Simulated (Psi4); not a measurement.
C$_{2}$H$_{6}$O$_{2}$Se (SMILES CO[Se]OC), singlet, at a GFN2-xTB geometry, atoms displaced at random by about 0.03 Å a coordinate; PBE/STO-3G, gradient run with Psi4 1.11.

Here is a job for Psi4.
```
memory 2 GB

molecule {
0 1
Se    0.32985656   -0.06612757    0.75767868
O     0.57112640   -1.28756459   -0.63042393
C    -0.49933115   -1.93414105   -1.18022912
H    -1.10378496   -1.18733171   -1.84931535
H    -0.09041530   -2.71554551   -1.74804261
H    -1.18078009   -2.34278657   -0.41072396
O     0.14056635    1.43067498   -0.19537995
C    -1.11320925    1.90483439   -0.70160710
H    -1.85361187    1.89369292    0.10898388
H    -0.98033992    2.88251628   -1.00545720
H    -1.44199887    1.29332396   -1.47268658
symmetry c1
no_reorient
no_com
}

set {
  basis sto-3g
}

gradient('pbe')
print_variables()
```

It wrote (shortened):

```
gradient() will perform analytic gradient computation.

   => Loading Basis Set <=

    Name: STO-3G
    Role: ORBITAL
    Keyword: BASIS

         ---------------------------------------------------------
                                   SCF
               by Justin Turney, Rob Parrish, Andy Simmonett
                          and Daniel G. A. Smith
                              RKS Reference
         ---------------------------------------------------------

  ==> Geometry <==

    Molecular point group: c1
    Full point group: C1

    Geometry (in Angstrom), charge = 0, multiplicity = 1:

       Center              X                  Y                   Z               Mass
    ------------   -----------------  -----------------  -----------------  -----------------
         SE           0.329856560000    -0.066127570000     0.757678680000    79.916521800000
         O            0.571126400000    -1.287564590000    -0.630423930000    15.994914619570
         C           -0.499331150000    -1.934141050000    -1.180229120000    12.000000000000
         H           -1.103784960000    -1.187331710000    -1.849315350000     1.007825032230
         H           -0.090415300000    -2.715545510000    -1.748042610000     1.007825032230
         H           -1.180780090000    -2.342786570000    -0.410723960000     1.007825032230
         O            0.140566350000     1.430674980000    -0.195379950000    15.994914619570
         C           -1.113209250000     1.904834390000    -0.701607100000    12.000000000000
         H           -1.853611870000     1.893692920000     0.108983880000     1.007825032230
         H           -0.980339920000     2.882516280000    -1.005457200000     1.007825032230
         H           -1.441998870000     1.293323960000    -1.472686580000     1.007825032230

  Running in c1 symmetry.

  Rotational constants: A =      0.14113  B =      0.08539  C =      0.05841 [cm^-1]
  Rotational constants: A =   4230.97614  B =   2559.79849  C =   1751.17470 [MHz]
  Nuclear repulsion =  379.155660678013135

  Charge       = 0
  Multiplicity = 1
  Electrons    = 68
  Nalpha       = 34
  Nbeta        = 34

  ==> Algorithm <==

  SCF Algorithm Type is DF.
  DIIS enabled.
  MOM disabled.
  Fractional occupation disabled.
  Guess Type is SAD.
  Energy threshold   = 1.00e-08
  Density threshold  = 1.00e-08
  Integral threshold = 1.00e-12

  ==> Primary Basis <==

  Basis Set: STO-3G
    Blend: STO-3G
    Number of shells: 26
[...]
  @DF-RKS Final Energy: -2601.34278640265075
    Total Energy =                      -2601.3427864026507450
[...]

  ==> DFT Potential <==

   => LibXC <=

    Version 7.1.2
    S. Lehtola, C. Steigemann, M. J. T. Oliveira, and M. A. L. Marques,  SoftwareX 7, 1–5 (2018) (10.1016/j.softx.2017.11.002)

   => Composite Functional: PBE <=

    PBE GGA Exchange-Correlation Functional

    J.P. Perdew et. al., Phys. Rev. Lett., 77(18), 3865-3868, 1996

    Deriv               =              1
    GGA                 =           TRUE
    Meta                =          FALSE

    Exchange Hybrid     =          FALSE
    MP2 Hybrid          =          FALSE

   => Exchange Functionals <=

    1.0000     XC_GGA_X_PBE

   => Correlation Functionals <=

    1.0000     XC_GGA_C_PBE

   => LibXC Density Thresholds  <==

    XC_GGA_C_PBE:  1.00E-12
    XC_GGA_X_PBE:  1.00E-15

   => Molecular Quadrature <=

    Radial Scheme          =       TREUTLER
    Pruning Scheme         =           NONE
    Nuclear Scheme         =       TREUTLER

    Blocking Scheme        =         OCTREE
    BS radius alpha        =              1
    Pruning alpha          =              1
    Radial Points          =             75
    Spherical Points       =            302
    Total Points           =         232629
    Total Blocks           =           1794
    Max Points             =            256
    Max Functions          =             41
    Weights Tolerance      =       1.00E-15

  -Total Gradient:
     Atom            X                  Y                   Z
    ------   -----------------  -----------------  -----------------
       1        0.022740382442     0.029944804909    -0.031278819875
       2       -0.103336809037    -0.031105849494    -0.022209323201
       3        0.098115227568    -0.045656348832     0.004350860432
       4       -0.005392303025     0.028872956821    -0.008926603564
       5       -0.015267131462     0.044376831180     0.037015737265
       6        0.014240372031     0.008947071556    -0.000570970498
       7       -0.065062282383    -0.042337402282     0.017851695868
       8        0.018442580239     0.043209990814    -0.072249040452
       9        0.018642981750    -0.002684256538    -0.004713666626
      10       -0.011863111047    -0.067612095090     0.025113392911
      11        0.028795538618     0.034040951344     0.055702493688

  Variable Map:
  ----------------------------------------------------------------------------
[...]
  Array Variable Map:
  ----------------------------------------------------------------------------
[...]
[...]
```
